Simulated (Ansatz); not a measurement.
System: SeCl2, charge 0, singlet. SeCl2 (chloro selenohypochlorite, SMILES Cl[Se]Cl).
B3LYP-D3(BJ)/def2-TZVP minimum from Ansatz (an electronic-structure program):
```xyz
3

Se    -0.0048    -0.0006     0.6866
Cl     1.1124     1.2742    -0.6777
Cl    -1.1027    -1.2730    -0.6955
```

Wanted: atomisation energy (electronic, to ground-state atoms), in kcal/mol. Radicals and triplets start from unrestricted determinants; spin-orbit coupling is neglected. Correlated methods leave the cores frozen (noble-gas shells, and filled d and f shells in the p block). No relativity. CBS(X,Y): correlation extrapolated as X^-3, Hartree-Fock from the larger set. A bracket is a step between two methods taken in the basis named. Double hybrids freeze cores in their MP2 part.

CCSD(T)/CBS(def2-TZVPP,def2-QZVPP) + [CCSDT(Q) - CCSD(T)]/def2-TZVPP (Ansatz) gives 126.1 kcal/mol.

### Question
How far off this value is PBE/def2-TZVPD (Ansatz), in which direction, and how far these levels: r2SCAN/def2-TZVPD, PBE0/def2-TZVPD, B2PLYP/def2-TZVPD, CCSD(T)/CBS(def2-TZVPP,def2-QZVPP)?

### Answer
PBE gives 138.1 kcal/mol, 12.0 kcal/mol above it. Differences of the others: r2SCAN/def2-TZVPD (Ansatz) 3.6; PBE0/def2-TZVPD (Ansatz) 1.2; B2PLYP/def2-TZVPD (Ansatz) -5.6; CCSD(T)/CBS(def2-TZVPP,def2-QZVPP) (Ansatz) -0.4 kcal/mol.
